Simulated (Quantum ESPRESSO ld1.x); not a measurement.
Input file for ld1.x (Quantum ESPRESSO 7.5):

```
 &input
    atom='Ga',
    iswitch=1,
    rel=2,
    dft='BLYP',
    config='[Ar] 3d9.5 4s1 4p1.5',
    rel_dist='energy',
    verbosity='high',
    lsmall=.true.,
    prefix='ld1',
    max_out_wfc=37,
    file_charge='ld1.rho',
 /
```

Command: `OMP_NUM_THREADS=1 ld1.x < ld1.in > ld1.out`

It prints (banner and zero overlaps left out):

```
     Program LD1 v.7.5 starts

     --------------------------- All-electron run ----------------------------

     dirac relativistic calculation

     atomic number is 31.00
     dft =BLYP   lsd =0 sic =0 latt =0  beta=0.20 tr2=1.0E-14
     Exchange-correlation= BLYP
                           (   1   3   1   3   0   0   0)
     mesh =2005 r(mesh) =  99.28682 a.u. xmin = -8.00 dx = 0.00800
     1 Ry =  13.60569312 eV, c = 137.03599908

     n l j   nl                  e(Ry)          e(Ha)          e(eV)
     Spin orbit split results
     1 0 0.5 1S 1( 2.00)    -753.007501434    -376.503750717 -10245.1889838
     2 0 0.5 2S 1( 2.00)     -93.911645896     -46.955822948  -1277.7330347
     2 1 0.5 2P 1( 2.00)     -83.281653136     -41.640826568  -1133.1046153
     2 1 1.5 2P 1( 4.00)     -81.247600969     -40.623800485  -1105.4299258
     3 0 0.5 3S 1( 2.00)     -11.969306799      -5.984653399   -162.8507152
     3 1 0.5 3P 1( 2.00)      -8.530692050      -4.265346025   -116.0659782
     3 1 1.5 3P 1( 4.00)      -8.261034607      -4.130517304   -112.3971017
     3 2 1.5 3D 1( 4.00)      -2.489882512      -1.244941256    -33.8765774
     3 2 2.5 3D 1( 5.50)      -2.454497250      -1.227248625    -33.3951364
     4 0 0.5 4S 1( 1.00)      -1.381257053      -0.690628527    -18.7929596
     4 1 0.5 4P 1( 1.50)      -0.806094781      -0.403047390    -10.9674782
     4 1 1.5 4P 1( 0.00)      -0.790635428      -0.395317714    -10.7571430
     Averaged results
     1 0     1S 1( 2.00)    -753.007501434    -376.503750717 -10245.1889838
     2 0     2S 1( 2.00)     -93.911645896     -46.955822948  -1277.7330347
     2 1     2P 1( 6.00)     -81.925618358     -40.962809179  -1114.6548223
     3 0     3S 1( 2.00)     -11.969306799      -5.984653399   -162.8507152
     3 1     3P 1( 6.00)      -8.350920421      -4.175460211   -113.6200605
     3 2     3D 1( 9.50)      -2.468651354      -1.234325677    -33.5877128
     4 0     4S 1( 1.00)      -1.381257053      -0.690628527    -18.7929596
     4 1     4P 1( 1.50)      -0.795788545      -0.397894273    -10.8272547

     final scf error:  5.6E-15 reached in  30 iterations

     Etot =   -3887.109169 Ry,   -1943.554585 Ha,  -52886.814493 eV

     Ekin =    3964.650161 Ry,    1982.325080 Ha,   53941.813426 eV
     Encl =   -9347.136585 Ry,   -4673.568292 Ha, -127174.271952 eV
     Eh   =    1646.273313 Ry,     823.136656 Ha,   22398.689493 eV
     Exc  =    -150.896058 Ry,     -75.448029 Ha,   -2053.045460 eV

     normalization and overlap integrals

     s(1S/1S) =  1.000000  <r> =   0.0486  <r2> =    0.0032  r(max) =   0.0317
     LC norm =  0.98744953 + SC norm =  0.01255047 =  1.00000000
     s(2S/2S) =  1.000000  <r> =   0.2176  <r2> =    0.0559  r(max) =   0.1831
     LC norm =  0.99758769 + SC norm =  0.00241231 =  1.00000000
     s(2P/2P) =  1.000000  <r> =   0.1883  <r2> =    0.0436  r(max) =   0.1452
     LC norm =  0.99759843 + SC norm =  0.00240157 =  1.00000000
     s(2P/2P) =  1.000000  <r> =   0.1918  <r2> =    0.0451  r(max) =   0.1475
     LC norm =  0.99764390 + SC norm =  0.00235610 =  1.00000000
     s(3S/3S) =  1.000000  <r> =   0.6498  <r2> =    0.4876  r(max) =   0.5655
     LC norm =  0.99945150 + SC norm =  0.00054850 =  1.00000000
     s(3P/3P) =  1.000000  <r> =   0.6686  <r2> =    0.5269  r(max) =   0.5610
     LC norm =  0.99950037 + SC norm =  0.00049963 =  1.00000000
     s(3P/3P) =  1.000000  <r> =   0.6792  <r2> =    0.5437  r(max) =   0.5701
     LC norm =  0.99951262 + SC norm =  0.00048738 =  1.00000000
     s(3D/3D) =  1.000000  <r> =   0.7792  <r2> =    0.7825  r(max) =   0.5262
     LC norm =  0.99964111 + SC norm =  0.00035889 =  1.00000000
     s(3D/3D) =  1.000000  <r> =   0.7847  <r2> =    0.7938  r(max) =   0.5305
     LC norm =  0.99964469 + SC norm =  0.00035531 =  1.00000000
     s(4S/4S) =  1.000000  <r> =   2.1158  <r2> =    5.1329  r(max) =   1.7754
     LC norm =  0.99993469 + SC norm =  0.00006531 =  1.00000000
     s(4P/4P) =  1.000000  <r> =   2.6419  <r2> =    8.1051  r(max) =   2.1512
     LC norm =  0.99995798 + SC norm =  0.00004202 =  1.00000000
     s(4P/4P) =  1.000000  <r> =   2.6799  <r2> =    8.3355  r(max) =   2.1859
     LC norm =  0.99995902 + SC norm =  0.00004098 =  1.00000000

     LC charge = 29.94828300 + SC charge =  0.05171700 = 30.00000000

     ------------------------ End of All-electron run ------------------------
```

Run on one thread of a shared host, so times are rough (Intel(R) Xeon(R) Processor @ 2.60GHz): 0.49 s of CPU time, 1.4 s wall, 30 iterations on 2005 mesh points.
